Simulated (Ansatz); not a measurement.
Reaction (cleavage of the Si–B bond): `[SiH3][BH][GaH2]` + `[OH][Al]([F])[F]` → `[F][Al]([F])[O][SiH3]` + `[BH2][GaH2]`

Calculated with Ansatz (gas phase, PBE0-D4/def2-TZVP geometries, no zero-point term in ΔE). CCSD(T)/CBS adds triple-zeta CCSD(T) − MP2 to the extrapolated MP2 energy (def2 sets, frozen cores). DFT in def2-TZVPP. For Ga outer-core shells are correlated without core-valence functions, which leaves a few kJ/mol of doubt a bond. Scalar relativity is left out up to krypton. Each species was taken in one conformer, which may not be the lowest.

`[SiH3][BH][GaH2]`:

```xyz
9

Si    0.721   -0.414   -1.366
B     0.445   -0.228    0.614
Ga   -1.220    0.611    1.484
H    -0.513   -0.260   -2.184
H     1.372   -1.699   -1.746
H     1.646    0.702   -1.733
H     1.358   -0.603    1.297
H    -2.451   -0.272    1.915
H    -1.358    2.161    1.720
```

`[OH][Al]([F])[F]`:

Cartesian coordinates in Å:
```
O 0.995 0.192 -0.718
Al -0.230 -0.009 0.406
F 0.074 0.315 1.977
F -1.729 -0.520 -0.013
H 0.890 0.022 -1.652
```

`[F][Al]([F])[O][SiH3]`:

```xyz
8

F    -2.550    0.830    1.399
Al   -1.210   -0.105    1.363
F    -0.979   -1.155    2.595
O    -0.122    0.008    0.120
Si    0.966    0.087   -1.091
H     0.271    0.393   -2.368
H     1.671   -1.214   -1.219
H     1.954    1.156   -0.799
```

`[BH2][GaH2]`:

```xyz
6

B     0.492   -0.544    0.819
Ga   -0.432    0.476   -0.720
H    -0.103   -0.897    1.797
H     1.658   -0.821    0.792
H    -1.097   -0.263   -1.941
H    -0.518    2.050   -0.748
```

Is it downhill or uphill in electronic energy at CCSD(T)/CBS, and by how much? (Estimate.)

The calculation gave: Downhill: ΔE = -111.2 kJ/mol.

What do these levels give: revPBE-D4, PBE0-D4, ωB97M-V, PBE-QIDH, PBE0, r2SCANh, RPA@PBE/def2-TZVPP, MP2/def2-SVP, CCSD(T)/def2-TZVPP, MP2/def2-QZVPP, MP2/CBS(def2), CCSD/CBS(def2)? (Best estimate.)

Ansatz gave: revPBE-D4 -83.9, PBE0-D4 -95.5, ωB97M-V -113.6, PBE-QIDH -109.7, PBE0 -96.4, r2SCANh -106.6, RPA@PBE/def2-TZVPP -113.6, MP2/def2-SVP -114.6, CCSD(T)/def2-TZVPP -111.7, MP2/def2-QZVPP -119.2, MP2/CBS(def2) -118.1, CCSD/CBS(def2) -115.9 kJ/mol.

Largest T1 diagnostic among the species: 0.015.

At CCSD(T), def2-SVP lies +3.3 kJ/mol from the extrapolated value and def2-TZVPP −0.5 kJ/mol. From PBE to PBE0 (25 % exact exchange), in def2-TZVPP and without D4, ΔE moves by −11.4 kJ/mol. Leaving LDA and LC-ωPBE aside and taking each functional with its dispersion term where it has one, the values, not all of them listed here, spread over 41.6 kJ/mol, from BHLYP-D4 to revPBE-D4.
